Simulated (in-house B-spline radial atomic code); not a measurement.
Radial electron density of Fe II (Fe+), [Ar] 3d7. Level of theory: scalar-relativistic (X2C) PBE, spherical fractional occupations, Fermi nucleus of rms radius 3.7377 fm, inside a hard spherical wall at 1.35 bohr; calculated with an all-electron radial atomic-structure program (B-spline basis).

One-electron X2C: radii and densities carry no picture-change correction, so inner-shell <1/r> comes out high (for 1s by about 2 % at Z = 33, 5 % at 54, 10 % at 75, 30 % at 118) and <r> low.

Columns: r (bohr), 4πr²n(r) (electrons per bohr), bar.

```
   0.002     0.71 #
 0.00234   0.9373 #
 0.00274    1.236 ##
 0.00322    1.634 ##
 0.00377     2.14 ###
 0.00442    2.795 ###
 0.00518    3.629 #####
 0.00607    4.682 ######
 0.00712    6.005 #######
 0.00835    7.633 #########
 0.00978    9.584 ############
  0.0115    11.95 ###############
  0.0134    14.53 ##################
  0.0158    17.61 ######################
  0.0185    20.77 ##########################
  0.0217    23.98 ##############################
  0.0254    26.93 #################################
  0.0298    29.38 #####################################
  0.0349    30.95 #######################################
  0.0409    31.43 #######################################
  0.0479    30.74 ######################################
  0.0562    29.04 ####################################
  0.0659     26.9 #################################
  0.0772    25.12 ###############################
  0.0905    24.55 ###############################
   0.106    25.76 ################################
   0.124    28.63 ####################################
   0.146    32.37 ########################################
   0.171     35.1 ############################################
     0.2    35.37 ############################################
   0.235    32.37 ########################################
   0.275    27.01 ##################################
   0.323    21.22 ##########################
   0.379    17.68 ######################
   0.444    17.76 ######################
    0.52    20.76 ##########################
    0.61    24.29 ##############################
   0.715    25.41 ################################
   0.838    22.11 ############################
   0.982    14.32 ##################
    1.15    4.923 ######
    1.34   0.0131
```

On this grid the curve has 3 maxima, near 0.0409, 0.2, 0.715 bohr.

The 3p radial function P(r) = rR(r), positive near the nucleus:

| r (bohr) | P |
| --- | --- |
| 0.00234 | 0.00145 |
| 0.00322 | 0.002617 |
| 0.00442 | 0.004706 |
| 0.00607 | 0.008461 |
| 0.00835 | 0.0152 |
| 0.0115 | 0.02714 |
| 0.0158 | 0.04768 |
| 0.0217 | 0.08222 |
| 0.0298 | 0.1381 |
| 0.0409 | 0.2234 |
| 0.0562 | 0.3438 |
| 0.0772 | 0.4914 |
| 0.106 | 0.632 |
| 0.146 | 0.6914 |
| 0.2 | 0.5632 |
| 0.275 | 0.1651 |
| 0.379 | -0.4598 |
| 0.52 | -1.064 |
| 0.715 | -1.331 |
| 0.982 | -1.004 |
| 1.34 | -0.02998 |
